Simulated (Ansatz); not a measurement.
```yaml
crystal:
  periodic: [false, false, false]
  atoms:
    - {symbol: O, position_ang: [-2.731694, 2.484635, 1.754888]}
    - {symbol: Sn, position_ang: [0.252124, 0.240467, -0.286926]}
    - {symbol: O, position_ang: [4.081606, 0.428266, 1.527696]}
    - {symbol: O, position_ang: [-0.772844, -3.878803, -0.609697]}
    - {symbol: F, position_ang: [0.471808, 2.036031, -4.075295]}
    - {symbol: H, position_ang: [-3.218735, 4.268938, 0.726248]}
    - {symbol: H, position_ang: [4.962006, -1.485988, 1.725384]}
    - {symbol: H, position_ang: [-2.841651, -4.218943, -0.885060]}
basis:
  gaussian: {orbitals: def2-SVP}
hamiltonian: {xc: {name: wB97M-V}}
scf: {lower_state_search: light}
output: {forces: true}
```

```sh
$ ansatz run in.yaml --threads 4 --pin off --events-out ev --progress --plain --max-ram 10444MiB
```

It prints (some lines left out):

```
Functional definition: wB97M-V
1013 factors; integrals over basis functions are off by at most 1.0e-3 eV
235 factors; integrals over basis functions are off by at most 5.5e-5 eV
mean field evaluation 1: about -14657.8836 eV, gradient 1.0e2 eV
mean field evaluation 2: about -14197.3500 eV, gradient 3.0e2 eV
mean field evaluation 4: about -14649.1815 eV, gradient 1.1e2 eV
mean field evaluation 8: about -14682.8086 eV, gradient 5.2e1 eV
mean field evaluation 16: about -14690.7928 eV, gradient 4.4e-1 eV
mean field -14690.80174050 eV, -539.8770061803 hartree, gradient 1.2e-5 eV, S^2 0.000000; 6 other end points of the search recorded, 0 dependent functions left out
reference -14690.80180553 eV, -539.8770085702 hartree; 29, 29 occupied and 68, 68 virtual orbitals, 1013 factors
Total energy: -14690.80180553 eV, -539.8770085702 hartree
Atom 0 at    -2.731694     2.484635     1.754888 Å, force    -0.264631     2.596416    -2.119283 eV/Å
Atom 1 at     0.252124     0.240467    -0.286926 Å, force     0.019331     0.112236    -0.237129 eV/Å
Atom 2 at     4.081606     0.428266     1.527696 Å, force     0.751119    -3.281622    -0.003097 eV/Å
Atom 3 at    -0.772844    -3.878803    -0.609697 Å, force    -3.314162     0.182373    -0.392887 eV/Å
Atom 4 at     0.471808     2.036031    -4.075295 Å, force    -0.059013    -0.430685     0.917234 eV/Å
Atom 5 at    -3.218735     4.268938     0.726248 Å, force     0.870992    -3.075290     1.725843 eV/Å
Atom 6 at     4.962006    -1.485988     1.725384 Å, force    -1.550440     3.259873    -0.362719 eV/Å
Atom 7 at    -2.841651    -4.218943    -0.885060 Å, force     3.546805     0.636699     0.472039 eV/Å
Dipole moment:    -0.281719    -0.452769     0.807421 e Å
```

In this input the geometry is stretched to more than twice its size. Self-consistency was reached. The result belongs to that input, not to the molecule as meant.
